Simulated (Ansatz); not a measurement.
Worked example: SiH(OH)2(SiH3) + C2H7Si2 → Si(OH)2(SiH3) + C2H8Si2

Gas-phase species: SiH(OH)2(SiH3), singlet; C2H7Si2 `[SiH2]/C=C/[SiH3]`, doublet; Si(OH)2(SiH3), doublet; C2H8Si2 `[SiH3]/C=C/[SiH3]`, singlet. A radical takes H: the energy is the difference in strength between two Si–H bonds in different surroundings.

Shapes, held fixed at every level: PBE0-D4/def2-TZVP. Flexible molecules stand in one conformer, not always the lowest. Programs: Ansatz 0.2.0. The zero-point and thermal change to 298 K, harmonic and unscaled (PBE0-D4/def2-TZVP), is +1.0 kJ/mol.

At B2PLYP/def2-TZVPP; 1 Eh = 2625.50 kJ/mol:

```
       species  energy (Eh)
SiH(OH)2(SiH3)  -732.882004
       C2H7Si2  -659.053131
 Si(OH)2(SiH3)  -732.233578
       C2H8Si2  -659.699932
```

Question: Work out ΔH(298 K) of the reaction at this level.

Answer: 
1. Products less reactants: (-732.233578) + (-659.699932) − [(-732.882004) + (-659.053131)] = 0.001625 Eh = +4.3 kJ/mol.
2. With the thermal change: +4.3 + (+1.0) = +5.3 kJ/mol.

Other levels give +4.5 (wB97X-V/def2-TZVPP) to +11.2 kJ/mol (r2SCAN0-D4/def2-TZVPP). No measured value is set beside it here. Spin contamination: C2H7Si2 (⟨S²⟩ up to 0.91). Open shells run unrestricted.
